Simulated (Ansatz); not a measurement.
Cost and result for the atomization energy of C2H6BFSi, SMILES `C[C@H]1B[Si@@H]1F` (11 atoms, 11 bonds).

| atom | x (Å) | y (Å) | z (Å) |
| --- | --- | --- | --- |
| C1 | 1.0371 | 0.3205 | 0.9442 |
| C2 | -0.4114 | 0.4716 | 0.5872 |
| B3 | -1.0665 | 0.7793 | -0.6907 |
| Si4 | -0.3060 | -0.7797 | -1.4055 |
| F5 | -1.2194 | -1.8836 | -2.1150 |
| H6 | 1.3388 | 1.2265 | 1.4827 |
| H7 | 1.6953 | 0.2588 | 0.0740 |
| H8 | 1.2337 | -0.5246 | 1.6097 |
| H9 | -1.0516 | 0.5079 | 1.4732 |
| H10 | -2.1877 | 1.1296 | -0.8860 |
| H11 | 0.9378 | -1.5063 | -1.0737 |

Charge 0, multiplicity 1. Geometry: relaxed with PBE0-D4/def2-TZVP. Program: Ansatz. All runs use 4 threads of an Arm Neoverse V1 on a shared host. Times are those of one run each, without the atoms' runs, and a repeat can differ threefold. Electronic energies, without spin–orbit coupling; frozen cores. CCSD(T)/CBS adds CCSD(T) − MP2 in def2-TZVPP to the MP2 limit, and its time is that of the two runs behind it. T1 = 0.013. B3LYP takes the VWN-RPA correlation (the form of Gaussian; ORCA's B3LYP/G).

CCSD(T)/CBS is a level of theory with its own doubt, some kJ/mol a heavy atom from the limit and from the frozen cores, so smaller differences don't rank the functionals.

| level | functions | wall time | atomization (kJ/mol) | difference from CCSD(T)/CBS | per bond |
| --- | --- | --- | --- | --- | --- |
| PBE-D4/def2-TZVPP (with forces) | 250 | 2.8 s | 4215.6 | 99.5 | 9.0 |
| PBE0-D4/def2-TZVPP | 250 | 3.3 s | 4144.6 | 28.5 | 2.6 |
| B3LYP-D4/def2-TZVPP (with forces) | 250 | 5 s | 4129.3 | 13.2 | 1.2 |
| r2SCAN-D4/def2-TZVPP (with forces) | 250 | 5.5 s | 4156.0 | 39.9 | 3.6 |
| B2PLYP/def2-TZVPP | 250 | 6 s | 4086.5 | -29.6 | -2.7 |
| ωB97X-V/def2-TZVPP | 250 | 8.5 s | 4125.0 | 8.9 | 0.8 |
| ωB97M-V/def2-TZVPP (with forces) | 250 | 12 s | 4137.3 | 21.2 | 1.9 |
| MP2/def2-QZVPP | 478 | 26 s | 4150.6 | 34.5 | 3.1 |
| CCSD(T)/def2-TZVPP | 250 | 2.5 min | 4018.0 | -98.1 | -8.9 |
| CCSD(T)/CBS(def2) | – | 2.9 min | 4116.1 | 0.0 | 0.0 |

In def2-TZVPP, CCSD(T) changes the Hartree–Fock value by +946.4 kJ/mol (the triples alone add +64.4 kJ/mol) and MP2 by +1020.6 kJ/mol; breaking electron pairs costs correlation energy, which Hartree–Fock lacks. From PBE to PBE0 (25 % exact exchange), in def2-TZVPP and without D4, the atomization energy moves by −67.4 kJ/mol: exact exchange takes away binding that semilocal exchange gives to molecules. The D4 term adds +36.7 kJ/mol with B3LYP and +19.1 kJ/mol with PBE0; it sums over pairs of atoms, weighted by their polarisabilities, and B3LYP, whose exchange is more repulsive, gets the larger term.
